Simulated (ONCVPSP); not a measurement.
## calcium: ONCV pseudisation with PBE, scalar-relativistic reference atom.

| Property | Result |
| --- | --- |
| Element | Ca |
| Generator | ONCVPSP 4.0.1 |
| Type | optimised norm-conserving Vanderbilt (ONCV) |
| Functional | PBE |
| Relativity | scalar-relativistic |
| Frozen core | [Ne] |
| Valence charge | 10 |
| Reference configuration | 3s2 3p6 4s2 |
| Partial waves | 3s+4s: rc 2.05 bohr, ncon 4, nbas 7, qcut 5.7 1/bohr, 2 projectors; 3p: rc 1.15 bohr, ncon 3, nbas 7, qcut 8.6 1/bohr, 2 projectors, debl 2 Ha; d scattering state at 0.17 Ha: rc 1.65 bohr, ncon 3, nbas 6, qcut 6.7 1/bohr, 3 projectors, debl 2.6 Ha |
| Local potential | polynomial inside 1.10 bohr (lpopt 5, dvloc0 0 Ha) |
| Core correction | Teter function, parameters optimised by the program |

In the d channel the program set the typed energies aside and used 0.050, 2.650, 5.250 Ha.

All-electron outer shells of the reference configuration (PBE, scalar-relativistic, ld1.x):

| shell | level (eV) | outermost node (bohr) | outermost maximum (bohr) |
| --- | --- | --- | --- |
| 3s | -47.09 | 0.45 | 0.99 |
| 3p | -28.01 | 0.42 | 1.04 |
| 4s | -3.77 | 1.43 | 3.42 |

(1) Estimate the cutoffs (Ha) at which the residual kinetic energy of the hardest occupied pseudo-wave falls to 1 and 0.1 mHa per electron.

(2) Does the potential have ghost states?

(3) Which valence shell sets the plane-wave cutoff?

(4) Tests: 3s2 3p6 4s1; 3s2 3p6 4s0; 3s2 3p6 4s1.5; 3s2 3p6 4s1 4p1. Which has the largest error in its energy relative to the reference configuration, and how large is it?

Answers

(1) 24 Ha and 33 Ha.

(2) No bound ghost flagged; no localised positive-energy state flagged.

(3) 3p: 24 Ha for 1 mHa per electron, against 8 Ha for 3s.

(4) 3s2 3p6 4s0, with -2.9 meV (all-electron minus pseudo) on +18.13 eV.
